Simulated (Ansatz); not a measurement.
Species: C3H9As, charge 0, singlet. C3H9As (trimethylarsane, SMILES C[As](C)C).
B3LYP-D3(BJ)/def2-TZVP minimum from Ansatz (an electronic-structure program):
```xyz
13

C     -0.3295     1.7353    -0.2871
As    -0.0691    -0.0803     0.4655
C      1.7020    -0.4211    -0.3579
C     -1.1450    -1.0495    -0.8887
H     -0.1318     1.7456    -1.3595
H      0.3447     2.4315     0.2114
H     -1.3549     2.0563    -0.1055
H      1.6890    -0.1872    -1.4229
H      1.9666    -1.4694    -0.2212
H      2.4534     0.1931     0.1379
H     -0.8628    -0.7505    -1.8987
H     -0.9887    -2.1217    -0.7722
H     -2.2015    -0.8344    -0.7299
```

Total energies in cc-pVDZ, 26 correlated electrons, 17 frozen orbitals. UHF or UKS for unpaired electrons; spin-orbit terms are left out. Cores are frozen in correlated methods (noble-gas shells, and filled d and f shells in the p block). No relativity.

```tsv
method	program	energy (Eh)	minus CCSDT(Q) (mEh)
HF	Ansatz	-2353.01514	639.28
MP2	Ansatz	-2353.57154	82.89
CCSD	Ansatz	-2353.63385	20.57
CCSD(T)	Ansatz	-2353.65208	2.34
CCSDT(Q)	Ansatz	-2353.65442	0.00
```
